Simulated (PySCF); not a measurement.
Excited states of As⁵⁺ (arsenic, charge +5)

Ground state [Ar] 3d10, ¹S. Computed with PySCF 2.14 in x2c-TZVPall with one added diffuse shell each of s, p, d type (7s6p5d1f, 57 functions), with scalar relativity by spin-free X2C-1e. Vertical excitation energies in eV without spin-orbit coupling; excited terms of each kind are numbered among those the solver found. Frozen: [Ar].

| term | leading excitation | EOM-EE-CCSD |
| --- | --- | --- |
| 1 3D | 3d → s | 41.229 |
| 1 1D | 3d → s | 41.902 |
| 1 3P° | 3d → p | 54.677 |
| 1 3F° | 3d → p | 55.236 |
| 1 1F° | 3d → p | 55.666 |
| 1 1D° | 3d → p | 56.217 |
| 1 3D° | 3d → p | 56.225 |
| 1 1P° | 3d → p | 56.373 |
| 1 3G | 3d → d | 74.504 |
| 1 1G | 3d → d | 74.718 |

The solver can miss terms.
